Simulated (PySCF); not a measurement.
Geometry:
```tsv
atom	x (Å)	y (Å)	z (Å)
Be1	0.243	-0.767	0.344
C2	0.324	-0.755	2.017
H3	-0.672	-0.700	2.490
H4	0.915	0.094	2.404
H5	0.806	-1.673	2.399
S6	0.169	-0.818	-1.564
C7	-0.365	0.896	-1.943
H8	-1.366	1.106	-1.543
H9	-0.405	0.978	-3.037
H10	0.350	1.639	-1.566
```

[PySCF 2.14: NMR shieldings at PBE0/pcSseg-1/GIAO; geometry: PBE0-D3(BJ)/def2-SVP; relativity neglected; rapidly exchanging positions averaged; no solvent model; one computed conformer]

Shifts are taken against calculated references (same method and geometry level): TMS for ¹³C (σ = 184.41 ppm), ¹H (σ = 31.27 ppm); CS2 for ³³S (σ = 495.66 ppm).

```tsv
atoms	nucleus	count	Hirshfeld charge	δ (ppm)
S6	³³S	1	-0.17	-168
H8/H9/H10	¹H	3	0.05	2.03
H3/H4/H5	¹H	3	0.03	?
C2	¹³C	1	-0.29	-12.4
C7	¹³C	1	-0.11	?
```

**Question.** Estimate the values marked ?.

**Answer.** 
- C7: 8.0 ppm, carbon bonded to S, 3 H
- H3/H4/H5: -0.46 ppm, hydrogen on a carbon bonded to Be

Shifts are as computed. Against solution values, carbons near 30 ppm lie about +2 ppm off and those near 130 ppm about +5 ppm. Of 1211 compounds with measured shifts, 218 miss one by over three times the rms of a fit or turn the order of signals round; such compounds aren't used in these exercises.
